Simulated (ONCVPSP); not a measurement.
# Zn (Z = 30), ONCV: configuration errors across variants

ONCVPSP 4.0.1 input, shortened (lines: element, Z, core and valence counts, functional; n l f; lmax; l rc ep ncon nbas qcut; lloc lpopt rc5 dvloc0; l nproj debl; icmod fcfact rcfact), PBE, scalar-relativistic:

```
  Zn 30.00    5    3        4      upf
    1    0    2.00
    2    0    2.00
    2    1    6.00
    3    0    2.00
    3    1    6.00
    3    2   10.00
    4    0    1.50
    4    1    0.50
    2
    0    1.65    0.00    4    8    3.30
    1    3.30    0.00    4    8    2.10
    2    1.55    0.00    4    8    8.10
    4    3    1.50    0.00
    0    2    2.40
    1    3    0.80
    2    1    0.50
    3    4.50    1.65
```

All-electron excitation energies from the reference (eV): (1) 3d10 4s2 4p0 -2.487; (2) 3d10 4s1 4p0 7.402; (3) 3d10 4s1 4p1 2.600.

A true bound ghost makes a file unfit for plane-wave use even where its test errors are small: the radial tests pick states by their node count and pass the ghost by.

Errors AE − PS in meV (a dash: test not solved or not reliable):

| change | (1) | (2) | (3) | bound ghosts | GHOST(+) flags above zero |
| --- | --- | --- | --- | --- | --- |
| base | +0.8 | -1.2 | +0.4 | none | s |
| s: qcut 2.3; p: qcut 1.5; d: qcut 5.7 | -0.6 | +0.2 | -1.4 | none | s, p |
| d: qcut 8 | +0.8 | -1.3 | +0.4 | none | s |
| s: qcut 3.7; p: qcut 2.3; d: qcut 9 | +1.0 | -1.6 | +0.8 | none | s |
| s: qcut 4.2; p: qcut 2.6; d: qcut 10.2 | +1.2 | -2.1 | +1.0 | none | s |
| s: qcut 4.7; p: qcut 3; d: qcut 11.6 | +1.2 | -2.0 | +1.0 | s | none |

Question: Give the same row for: s: qcut 2.8; p: qcut 1.8; d: qcut 6.8.

Answer: +0.2, -0.3, -0.4; bound ghosts: none; GHOST(+) flags above zero: s.
